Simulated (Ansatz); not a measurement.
Reaction (formal exchange of groups at the Se–H bond): `[SiH3][SeH]` + `O=C=N[SiH2]O` → `O[SiH2][Se][SiH3]` + `N=C=O`

Gas-phase electronic energies from Ansatz, PBE0-D4/def2-TZVP geometries. CCSD(T)/CBS adds triple-zeta CCSD(T) − MP2 to the extrapolated MP2 energy (def2 sets, frozen cores). This one scheme is used for every species. DFT in def2-TZVPP. B3LYP here is the variant with VWN-RPA as its local correlation; programs differ in this. For Se outer-core shells are correlated without core-valence functions, which leaves a few kJ/mol of doubt a bond. Scalar relativity is left out up to krypton. One conformer a species, not always the lowest.

**Question.** Is it downhill or uphill in electronic energy at CCSD(T)/CBS, and by how much? (Best estimate.)

**Answer.** Ansatz gave: Uphill: ΔE = +28.2 kJ/mol.

**Question.** What do these levels give: PBE0-D4, B3LYP-D4, ωB97M-V, B2PLYP, PBE, PBE0, CCSD/def2-TZVPP, CCSD(T)/def2-TZVPP, MP2/def2-QZVPP, SCS-MP2/def2-QZVPP, MP2/CBS(def2), CCSD/CBS(def2)? (Best estimate.)

**Answer.** Ansatz gave: PBE0-D4 21.9, B3LYP-D4 32.1, ωB97M-V 29.6, B2PLYP 36.9, PBE 21.0, PBE0 26.1, CCSD/def2-TZVPP 37.3, CCSD(T)/def2-TZVPP 32.7, MP2/def2-QZVPP 28.3, SCS-MP2/def2-QZVPP 34.7, MP2/CBS(def2) 26.0, CCSD/CBS(def2) 32.8 kJ/mol.

Largest T1 diagnostic among the species: 0.018.

In def2-TZVPP, CCSD(T) changes the Hartree–Fock value by −23.5 kJ/mol (the triples alone add −4.6 kJ/mol) and MP2 by −25.7 kJ/mol. The D4 term adds −7.7 kJ/mol with B3LYP and −4.2 kJ/mol with PBE0; it sums over pairs of atoms, weighted by their polarisabilities, and B3LYP, whose exchange is more repulsive, gets the larger term. From PBE to PBE0 (25 % exact exchange), in def2-TZVPP and without D4, ΔE moves by +5.1 kJ/mol.
